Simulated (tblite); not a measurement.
Compound: C5H12OSi.
SMILES with atom numbers: `[CH3:1][CH2:2][CH2:3][O:4][C@@H:5]1[CH2:6][SiH2:7]1` (hydrogens: H8, H9, H10 on C1; H11, H12 on C2; H13, H14 on C3; H15 on C5; H16, H17 on C6; H18, H19 on Si7)

Computed with GFN2-xTB (tblite), gas phase: L-BFGS steps from a force-field or distance-geometry start until the largest atomic force falls under 0.01 eV/Å.

Step 0: E = -613.3897 eV
```
atom  x, y, z in Å  |  force x, y, z in eV/Å
C1      3.2317   -0.3028   -0.0033   -0.247   0.157   0.180
C2      1.8932   -0.2399   -0.7507    0.412  -0.520   0.181
C3      0.7755    0.2260    0.1638   -0.847   0.018  -0.567
O4     -0.4391    0.2617   -0.6150   -0.514   0.758   1.347
C5     -1.5860    0.6794    0.1697    1.589   0.135  -1.249
C6     -2.3384   -0.3966    0.8590   -0.990  -0.495   0.799
Si7    -3.2527    0.3610   -0.5958   -1.562  -0.765  -0.685
H8      3.1775   -0.9867    0.8489   -0.049   0.103  -0.184
H9      3.5073    0.6850    0.3781   -0.064  -0.158  -0.090
H10     4.0130   -0.6442   -0.6685    0.125  -0.051  -0.095
H11     1.9793    0.4210   -1.6089   -0.060   0.184  -0.008
H12     1.6518   -1.2375   -1.1439   -0.029   0.188   0.144
H13     0.6385   -0.4504    1.0200    0.069   0.025  -0.071
H14     0.9781    1.2365    0.5355    0.056   0.068   0.106
H15    -1.5340    1.6634    0.6394    0.610  -0.294   0.156
H16    -2.0424   -1.4229    0.7144    0.412   0.141   0.256
H17    -2.7741   -0.1764    1.8269    0.522  -0.147   0.138
H18    -4.4350    1.0632   -0.0409    0.467  -0.012  -0.454
H19    -3.4540   -0.7307   -1.5711    0.099   0.664   0.099
```

Step 1: E = -613.5251 eV
```
atom  x, y, z in Å  |  force x, y, z in eV/Å
C1      3.2282   -0.3005   -0.0008    0.019  -0.027  -0.010
C2      1.8991   -0.2473   -0.7481   -0.019  -0.001  -0.005
C3      0.7634    0.2263    0.1557   -0.233   0.051  -0.062
O4     -0.4465    0.2725   -0.5958   -0.073   0.382   0.324
C5     -1.5633    0.6813    0.1519   -0.348  -0.270  -0.389
C6     -2.3526   -0.4037    0.8704   -0.396   0.201  -0.450
Si7    -3.2750    0.3501   -0.6056   -0.327  -0.554   0.220
H8      3.1768   -0.9852    0.8462   -0.048   0.041  -0.076
H9      3.5064    0.6827    0.3768   -0.053  -0.029  -0.039
H10     4.0147   -0.6449   -0.6699   -0.019   0.017   0.034
H11     1.9784    0.4236   -1.6090   -0.033   0.021   0.135
H12     1.6514   -1.2348   -1.1418   -0.026  -0.019   0.073
H13     0.6395   -0.4500    1.0190    0.048   0.059  -0.109
H14     0.9789    1.2374    0.5370    0.044  -0.048   0.052
H15    -1.5253    1.6592    0.6417    0.561  -0.275   0.080
H16    -2.0365   -1.4209    0.7180    0.349   0.046   0.282
H17    -2.7667   -0.1785    1.8289    0.315  -0.037   0.533
H18    -4.4283    1.0630   -0.0474    0.233   0.114  -0.386
H19    -3.4526   -0.7213   -1.5697    0.006   0.328  -0.207
```

Step 2: E = -613.5710 eV
```
atom  x, y, z in Å  |  force x, y, z in eV/Å
C1      3.2277   -0.3005   -0.0004    0.019  -0.031  -0.063
C2      1.9001   -0.2490   -0.7476   -0.170   0.111  -0.007
C3      0.7566    0.2272    0.1527    0.075   0.078   0.149
O4     -0.4494    0.2817   -0.5857    0.075   0.116  -0.256
C5     -1.5643    0.6770    0.1410   -0.670   0.027   0.009
C6     -2.3628   -0.4017    0.8650   -0.247  -0.004  -0.147
Si7    -3.2858    0.3378   -0.6040   -0.105  -0.326   0.274
H8      3.1758   -0.9841    0.8443   -0.045  -0.005  -0.011
H9      3.5053    0.6817    0.3758   -0.042   0.017  -0.018
H10     4.0148   -0.6448   -0.6696   -0.030   0.019   0.037
H11     1.9776    0.4245   -1.6067   -0.020   0.003   0.118
H12     1.6508   -1.2345   -1.1401   -0.026  -0.068   0.044
H13     0.6405   -0.4489    1.0168    0.024   0.034  -0.077
H14     0.9799    1.2368    0.5383    0.046  -0.054   0.051
H15    -1.5134    1.6534    0.6436    0.439  -0.332   0.019
H16    -2.0290   -1.4196    0.7238    0.266   0.142   0.274
H17    -2.7594   -0.1796    1.8388    0.360  -0.048   0.315
H18    -4.4227    1.0650   -0.0557    0.086   0.193  -0.329
H19    -3.4521   -0.7133   -1.5731   -0.037   0.127  -0.382
```

Task: Estimate the geometry and energy of step 3. (The exact step hangs on the optimiser's Hessian estimate; all steps are aligned on step 2, rigid shifts and turns removed.)

Result: E = -613.6239 eV, largest force 0.645 eV/Å
```
atom  x, y, z in Å  |  force x, y, z in eV/Å
C1      3.2270   -0.3007   -0.0011   -0.043  -0.010  -0.075
C2      1.8977   -0.2491   -0.7468   -0.208   0.125   0.028
C3      0.7505    0.2301    0.1526    0.249   0.073   0.199
O4     -0.4514    0.2945   -0.5803    0.059  -0.132  -0.629
C5     -1.5774    0.6752    0.1285   -0.585   0.125   0.227
C6     -2.3807   -0.4023    0.8602    0.061  -0.187   0.273
Si7    -3.3025    0.3171   -0.5978    0.080  -0.072   0.204
H8      3.1737   -0.9831    0.8419   -0.038  -0.045   0.045
H9      3.5031    0.6808    0.3743   -0.028   0.053  -0.001
H10     4.0145   -0.6444   -0.6687   -0.024   0.009   0.009
H11     1.9763    0.4260   -1.6018   -0.022   0.018   0.049
H12     1.6496   -1.2355   -1.1370   -0.036  -0.063   0.026
H13     0.6422   -0.4470    1.0129   -0.026  -0.026   0.008
H14     0.9821    1.2352    0.5410    0.055   0.011   0.078
H15    -1.4905    1.6390    0.6461    0.217  -0.218   0.042
H16    -2.0147   -1.4142    0.7366    0.171   0.162   0.230
H17    -2.7423   -0.1823    1.8551    0.342  -0.051   0.088
H18    -4.4145    1.0717   -0.0725   -0.146   0.318  -0.232
H19    -3.4525   -0.7016   -1.5856   -0.078  -0.089  -0.568
```

The energy changes by -0.0529 eV. The first-order estimate −F·Δx gives -0.0741 eV and the mean of the old and new forces, exact on a quadratic surface, -0.0527 eV. The step makes an angle of 35° with the force vector and moves no atom by more than 0.027 Å.

The cost below is that of the whole relaxation. Hardware: an Intel Xeon at 2.50 GHz with one thread, shared host with 64 logical CPUs at a one-minute load of 63. Cost: 1.6 s wall.
